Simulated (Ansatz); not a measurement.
H₃HfO₃, doublet, at a GFN2-xTB geometry (such geometries of metal compounds can be far from the true shape) (the multiplicity is a formal guess) (core potentials on Hf). Base run: PBE0/def2-SV(P) (Ansatz, an electronic-structure program).

The Ansatz input:
Ansatz 0.2 input:
```yaml
crystal:
  periodic: [false, false, false]
  atoms:
    - {symbol: Hf, position_ang: [0.02003494, -0.04142502, 0.04666408]}
    - {symbol: O, position_ang: [1.50219233, -0.12177492, -1.07532677]}
    - {symbol: H, position_ang: [1.50657928, 0.40421577, -1.88523804]}
    - {symbol: O, position_ang: [-0.47977780, -0.81968077, 1.65944460]}
    - {symbol: H, position_ang: [-1.34165278, -0.58759156, 2.02775851]}
    - {symbol: O, position_ang: [-1.11915871, 1.14542333, -0.81548044]}
    - {symbol: H, position_ang: [-0.83348867, 1.53423643, -1.65143302]}
basis:
  gaussian:
    orbitals: def2-SV_P_.json
hamiltonian:
  xc: pbe0
magnetization: {spin_polarized: true, initial_magnetization: 1}
```
The basis file holds def2-SV(P) in the JSON format of the Basis Set Exchange.

Each row names what was changed in the base input (with any setting that the change needs).

```
change                                                                 basis functions        E (Eh)
---------------------------------------------------------------------  ---------------  ------------
base                                                                                73    -275.12716
basis = jorge-DZP-DKH; relativity = spin-free X2C                                  120  -15294.90489
basis = x2c-SVPall; relativity = spin-free X2C; nucleus = Gaussian                 123  -15305.12422
basis = x2c-TZVPall; relativity = spin-free X2C                                    192  -15307.73411
basis = x2c-TZVPall; relativity = spin-free X2C; nucleus = Gaussian                192  -15306.12609
basis = x2c-SVPall; relativity = none                                              123  -13154.50288
basis = jorge-DZP-DKH; relativity = none                                           120  -14286.82108
basis = x2c-TZVPall; relativity = none                                             192  -14149.94704
basis = jorge-DZP-DKH; relativity = spin-free X2C; nucleus = Gaussian              120  -15293.51542
basis = x2c-SVPall; relativity = spin-free X2C                                     123  -15306.66524
```

Totals shift with the method and basis; they matter in differences.

Ansatz warned in this series: the basis is contracted for relativity, which the run leaves out.

Basis sets contracted for a relativistic Hamiltonian are a mismatch without it, so the rows without relativity aren't non-relativistic limits. No row has spin-orbit coupling; sets with core potentials leave out the core electrons.
